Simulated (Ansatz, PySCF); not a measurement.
C4H8O, SMILES C(C(=O)C)C (connectivity only; charge and spin as stated), charge +1, multiplicity 2. Atoms are numbered in the order given.

```xyz
13

C      2.0479     0.0878    -0.2556
C      0.8183     0.0040     0.6176
C     -0.5662     0.0907    -0.1146
C     -1.7971     0.4173     0.7190
O     -0.6273    -0.1028    -1.2925
H      2.9253     0.0116     0.4089
H      2.1183     1.0516    -0.7807
H      2.0999    -0.7312    -0.9860
H      0.7051    -0.9755     1.1259
H      0.7524     0.7927     1.3862
H     -1.7740     1.5126     0.8633
H     -1.6963    -0.0813     1.6938
H     -2.7093     0.1210     0.1869
```
Charge +1, spin multiplicity 2.

The structure is a stationary point at B3LYP-D3(BJ)/def2-SVP. The spin state was assumed, not searched. One conformer was computed; it need not be the lowest.

Two levels are set side by side: PBE-D3(BJ)/def2-SVP (Ansatz, a quantum-chemistry and plane-wave program) and B3LYP-D3(BJ)/def2-SVP (Ansatz). Each level has its own optimised geometry; the coordinates shown are those of the second. Frequencies come from the Hessian of PySCF at each geometry. Differences are taken from unrounded values.

```json
[
 {"quantity": "mean bond length (Å)", "B3LYP-D3(BJ)": "1.218"},
 {"quantity": "bond C1–C2 (Å)", "B3LYP-D3(BJ)": "1.510"},
 {"quantity": "bond C2–C3 (Å)", "B3LYP-D3(BJ)": "1.569"},
 {"quantity": "bond C3–C4 (Å)", "B3LYP-D3(BJ)": "1.522"},
 {"quantity": "bond C3–O5 (Å)", "B3LYP-D3(BJ)": "1.195"},
 {"quantity": "bond C1–H6 (Å)", "B3LYP-D3(BJ)": "1.103"},
 {"quantity": "bond C1–H7 (Å)", "B3LYP-D3(BJ)": "1.100"},
 {"quantity": "bond C1–H8 (Å)", "B3LYP-D3(BJ)": "1.099"},
 {"quantity": "bond C2–H9 (Å)", "B3LYP-D3(BJ)": "1.109"},
 {"quantity": "bond C2–H10 (Å)", "B3LYP-D3(BJ)": "1.103"},
 {"quantity": "bond C4–H11 (Å)", "B3LYP-D3(BJ)": "1.105"},
 {"quantity": "bond C4–H12 (Å)", "B3LYP-D3(BJ)": "1.100"},
 {"quantity": "bond C4–H13 (Å)", "B3LYP-D3(BJ)": "1.097"},
 {"quantity": "highest harmonic wavenumber (cm⁻¹)", "B3LYP-D3(BJ)": "3197"},
 {"quantity": "mean harmonic wavenumber (cm⁻¹)", "B3LYP-D3(BJ)": "1453"},
 {"quantity": "zero-point energy (kcal/mol)", "B3LYP-D3(BJ)": "68.53"}
]
```

**Question.** What does PBE-D3(BJ) give, and how far is it from B3LYP-D3(BJ)? (Estimate from the structure and the level; the computed values follow.)

**Answer.** 
```json
[
 {"quantity": "mean bond length (Å)", "PBE-D3(BJ)": "1.224", "PBE-D3(BJ) minus B3LYP-D3(BJ)": "0.007"},
 {"quantity": "bond C1–C2 (Å)", "PBE-D3(BJ)": "1.501", "PBE-D3(BJ) minus B3LYP-D3(BJ)": "-0.009"},
 {"quantity": "bond C2–C3 (Å)", "PBE-D3(BJ)": "1.586", "PBE-D3(BJ) minus B3LYP-D3(BJ)": "0.018"},
 {"quantity": "bond C3–C4 (Å)", "PBE-D3(BJ)": "1.518", "PBE-D3(BJ) minus B3LYP-D3(BJ)": "-0.004"},
 {"quantity": "bond C3–O5 (Å)", "PBE-D3(BJ)": "1.201", "PBE-D3(BJ) minus B3LYP-D3(BJ)": "0.006"},
 {"quantity": "bond C1–H6 (Å)", "PBE-D3(BJ)": "1.117", "PBE-D3(BJ) minus B3LYP-D3(BJ)": "0.013"},
 {"quantity": "bond C1–H7 (Å)", "PBE-D3(BJ)": "1.109", "PBE-D3(BJ) minus B3LYP-D3(BJ)": "0.009"},
 {"quantity": "bond C1–H8 (Å)", "PBE-D3(BJ)": "1.106", "PBE-D3(BJ) minus B3LYP-D3(BJ)": "0.007"},
 {"quantity": "bond C2–H9 (Å)", "PBE-D3(BJ)": "1.119", "PBE-D3(BJ) minus B3LYP-D3(BJ)": "0.009"},
 {"quantity": "bond C2–H10 (Å)", "PBE-D3(BJ)": "1.111", "PBE-D3(BJ) minus B3LYP-D3(BJ)": "0.008"},
 {"quantity": "bond C4–H11 (Å)", "PBE-D3(BJ)": "1.113", "PBE-D3(BJ) minus B3LYP-D3(BJ)": "0.008"},
 {"quantity": "bond C4–H12 (Å)", "PBE-D3(BJ)": "1.107", "PBE-D3(BJ) minus B3LYP-D3(BJ)": "0.008"},
 {"quantity": "bond C4–H13 (Å)", "PBE-D3(BJ)": "1.105", "PBE-D3(BJ) minus B3LYP-D3(BJ)": "0.008"},
 {"quantity": "highest harmonic wavenumber (cm⁻¹)", "PBE-D3(BJ)": "3135", "PBE-D3(BJ) minus B3LYP-D3(BJ)": "-61"},
 {"quantity": "mean harmonic wavenumber (cm⁻¹)", "PBE-D3(BJ)": "1411", "PBE-D3(BJ) minus B3LYP-D3(BJ)": "-42"},
 {"quantity": "zero-point energy (kcal/mol)", "PBE-D3(BJ)": "66.55", "PBE-D3(BJ) minus B3LYP-D3(BJ)": "-1.99"}
]
```

GGA bonds tend to be longer and softer than those of functionals with exact exchange. Differences between two approximate levels are no errors against the true value.
